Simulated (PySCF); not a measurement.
## NaCa: frontier orbitals

HSE06 at R = 3.706 Å; PySCF, no relativity, basis sets Na def2-SVPD, Ca def2-SVPD. State: ²Σ⁺ (doublet), unpaired electrons σ ↑. Only the outer orbitals are listed, counted within each symmetry.

```json
{"spin": "α", "orbital": "2π", "occ.": "1", "ε (eV)": "-31.39", "on Na (%)": "100", "main shells (%)": "100 Na p"}
{"spin": "α", "orbital": "2π", "occ.": "1", "ε (eV)": "-31.39", "on Na (%)": "100", "main shells (%)": "100 Na p"}
{"spin": "α", "orbital": "7σ", "occ.": "1", "ε (eV)": "-31.38", "on Na (%)": "100", "main shells (%)": "100 Na p"}
{"spin": "α", "orbital": "3π", "occ.": "1", "ε (eV)": "-30.09", "on Na (%)": "0", "main shells (%)": "100 Ca p"}
{"spin": "α", "orbital": "3π", "occ.": "1", "ε (eV)": "-30.09", "on Na (%)": "0", "main shells (%)": "100 Ca p"}
{"spin": "α", "orbital": "8σ", "occ.": "1", "ε (eV)": "-30.04", "on Na (%)": "0", "main shells (%)": "100 Ca p"}
{"spin": "α", "orbital": "9σ", "occ.": "1", "ε (eV)": "-4.37", "on Na (%)": "23", "main shells (%)": "77 Ca s, 21 Na s"}
{"spin": "α", "orbital": "10σ", "occ.": "1", "ε (eV)": "-2.95", "on Na (%)": "53", "main shells (%)": "51 Na s, 29 Ca p, 15 Ca s"}
{"spin": "α", "orbital": "4π", "occ.": "0", "ε (eV)": "-1.53", "on Na (%)": "24", "main shells (%)": "75 Ca p, 23 Na p"}
{"spin": "α", "orbital": "4π", "occ.": "0", "ε (eV)": "-1.53", "on Na (%)": "24", "main shells (%)": "75 Ca p, 23 Na p"}
{"spin": "α", "orbital": "11σ", "occ.": "0", "ε (eV)": "-1.29", "on Na (%)": "60", "main shells (%)": "50 Na p, 35 Ca p, 10 Na s"}
{"spin": "β", "orbital": "2π", "occ.": "1", "ε (eV)": "-31.32", "on Na (%)": "100", "main shells (%)": "100 Na p"}
{"spin": "β", "orbital": "2π", "occ.": "1", "ε (eV)": "-31.32", "on Na (%)": "100", "main shells (%)": "100 Na p"}
{"spin": "β", "orbital": "7σ", "occ.": "1", "ε (eV)": "-31.31", "on Na (%)": "100", "main shells (%)": "100 Na p"}
{"spin": "β", "orbital": "3π", "occ.": "1", "ε (eV)": "-30.07", "on Na (%)": "0", "main shells (%)": "100 Ca p"}
{"spin": "β", "orbital": "3π", "occ.": "1", "ε (eV)": "-30.07", "on Na (%)": "0", "main shells (%)": "100 Ca p"}
{"spin": "β", "orbital": "8σ", "occ.": "1", "ε (eV)": "-29.97", "on Na (%)": "0", "main shells (%)": "100 Ca p"}
{"spin": "β", "orbital": "9σ", "occ.": "1", "ε (eV)": "-4.07", "on Na (%)": "14", "main shells (%)": "82 Ca s, 11 Na s"}
{"spin": "β", "orbital": "10σ", "occ.": "0", "ε (eV)": "-2.02", "on Na (%)": "48", "main shells (%)": "48 Na s, 30 Ca p, 16 Ca s"}
{"spin": "β", "orbital": "4π", "occ.": "0", "ε (eV)": "-1.39", "on Na (%)": "17", "main shells (%)": "72 Ca p, 16 Na p, 11 Ca d"}
{"spin": "β", "orbital": "4π", "occ.": "0", "ε (eV)": "-1.39", "on Na (%)": "17", "main shells (%)": "72 Ca p, 16 Na p, 11 Ca d"}
```

Task: Which are the highest filled and the lowest empty level, where do they sit, and how wide is the gap?

Result: Highest filled α 10σ at -2.95 eV (in %: 51 Na s, 29 Ca p, 15 Ca s); lowest empty β 10σ at -2.02 eV (in %: 48 Na s, 30 Ca p, 16 Ca s); the gap at HSE06 is 0.93 eV.

```
bond order (Mayer)                               : 0.71
⟨S²⟩                                             : 0.768
charge on Na (Mulliken, basis-dependent)         : 0.10
charge on Na (Löwdin, basis-dependent)           : -0.10
dipole moment (positive dipole means Na(−)Ca(+)) : -1.09 D
```

The state is the lowest determinant that a PBE0 search found; another state may lie lower at other levels.
